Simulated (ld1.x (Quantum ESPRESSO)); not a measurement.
**Which change was made? (Ni, RRKJ)**

ld1.x (Quantum ESPRESSO) 7.5 input, shortened:

```
&input
   title='Ni', zed=28., rel=1, dft='PBESOL', iswitch=3,
   config='[Ar] 3d8 4s1 4p0'
 /
 &inputp
   pseudotype=2, tm=.false., rho0=0.001, lloc=0,
   nlcc=.false.
 /
3
3P  2  1   6.00   0.00  1.20  1.20  0.0
3D  3  2   8.00   0.00  1.20  1.20  0.0
3S  1  0   2.00   0.00  1.10  1.10  0.0
 &test
   configts(1)='3s2 3p6 3d8 4s1 4p0'
 /
```

Occupied shells without a wave of their own: 4s. They enter only through the test configuration that unscreens the potential.

Cutoffs, loose and tight: the cutoffs (Ry, on a coarse ladder) from which the occupation-weighted sum of valence levels, in a spherical-Bessel basis at the reference potential, stays within 10 and 1 mRy of its value at 400 Ry. They do not see the model core or the augmentation charge, which bear on the density cutoff. Test errors are all-electron minus pseudo excitation energies from the reference, over the configurations 3s2 3p6 3d8 4s2 4p0; 3s2 3p6 3d8 4s0 4p0; 3s2 3p6 3d7 4s0 4p0; 3s2 3p6 3d6 4s0 4p0; 3s2 3p6 3d9 4s0 4p0; 3s2 3p6 3d8 4s1 4p1; 3s2 3p6 3d8 4s0 4p1; variants that change the core or the reference have their own tests.

The base gives: outcome: generated, misses its reference levels by 0.77 eV; cutoff, loose: 140 Ry; cutoff, tight: 180 Ry; bound ghosts: none; largest test error (meV): -1820.

On the changes marked as counting shells twice: ld1.x takes every shell without a wave as core, so the model core holds the marked electrons as well and exchange and correlation see them twice. This cancels in the reference configuration, but the file is broken for other ones, and its errors say nothing about a proper core correction.

After one change the result is: outcome: generated, misses its reference levels by 0.76 eV; cutoff, loose: 140 Ry; cutoff, tight: 180 Ry; bound ghosts: none; largest test error (meV): -1822. Which change was it?
A. reference 3s2 3p6 3d8 4s1 4p1
B. core correction full core density, not smoothed (it rises at the typed radius of 1.28 bohr, so ld1.x skipped the fit) (4s counted twice)
C. functional PBE
D. local potential all-electron potential smoothed inside 0.85 bohr (lloc = -2)

C. The others give: local potential all-electron potential smoothed inside 0.85 bohr (lloc = -2) → outcome: generated; bound ghosts: none; largest test error (meV): no test is counted, since the test run did not reproduce the reference configuration | core correction full core density, not smoothed (it rises at the typed radius of 1.28 bohr, so ld1.x skipped the fit) (4s counted twice) → outcome: generated, misses its reference levels by 0.77 eV; cutoff, loose: 140 Ry; cutoff, tight: 180 Ry; bound ghosts: none; largest test error (meV): -2365 | reference 3s2 3p6 3d8 4s1 4p1 → outcome: generated, misses its reference levels by 0.65 eV; cutoff, loose: 140 Ry; cutoff, tight: 180 Ry; bound ghosts: none; largest test error (meV): -1174.
